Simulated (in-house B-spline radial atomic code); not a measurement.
## RPA and G0W0 on BLYP: the carbon ion C⁴⁺

Configuration 1s2, mean-field start BLYP. Computed with an all-electron radial atomic-structure program (B-spline basis): all electrons, scalar-relativistic (spin-free one-electron X2C), finite nucleus, each spin shell either full or empty, empty states to l = 9 with an (l + 1/2)⁻⁴ tail; G0W0 by contour deformation at full frequency.

Command:
```bash
python run_gw.py task.json out
```
Settings (radii: box in bohr, nucleus in fm):
```
Z                        6
electrons                2
configuration            1s2
hamiltonian              x2c
method                   b88,lyp
lmax                     9
rms_radius               2.4702
spin_polarised           False
box_radius               11.96
intervals                70
ion_configuration        1s1
```

Run time, properties included: 1.2 s on 1 thread of Arm Neoverse V1 (shared host).

Energies (hartree):

```
                                     term      value
                         mean-field total  -32.40379
Hartree-Fock functional on these orbitals  -32.37312
                      direct second order  -0.094624
                    second-order exchange   0.047313
                         SOSEX correction   0.045244
```

(1) What is the RPA correlation energy, and what remains with SOSEX?

Quasi-particle levels (eV):

| level | occupied | mean field | Σx - vxc | Σc | QP weight | G0W0 |
| --- | --- | --- | --- | --- | --- | --- |
| 1s | yes | -358.32 | -34.25 | ? | ? | ? |
| 2s | no | -73.83 | 9.94 | -0.20 | 0.999 | -64.10 |

G0W0 = mean field + (Σx - vxc) + Σc, with Σc (partial-wave tail included) taken at the quasi-particle energy.

(2) Where does G0W0 put 1s?

(3) What does it cost to remove one electron (to 1s1) by differences of total energies, each species on its own start (correlation terms add to the Hartree-Fock functional)?

Results:

(1) RPA gives -0.090485 hartree (-1.23 eV per electron); RPA + SOSEX gives -0.045241, and the second-order doubles -0.047311 hartree (no singles). SOSEX takes back 50 % of the RPA value, the self-correlation of each of the two electrons.

(2) At -391.75 eV, with Σc = 0.81 eV and a quasi-particle weight of 0.990. The tabulated removal energy is 392.091 eV (NIST, tabulated theory).

(3) BLYP 392.14 eV, Hartree-Fock functional 390.89 eV, + RPA 392.73 eV, + RPA + SOSEX 392.13 eV, + second order 392.18 eV. Tabulated: 392.091 eV (NIST, tabulated theory).
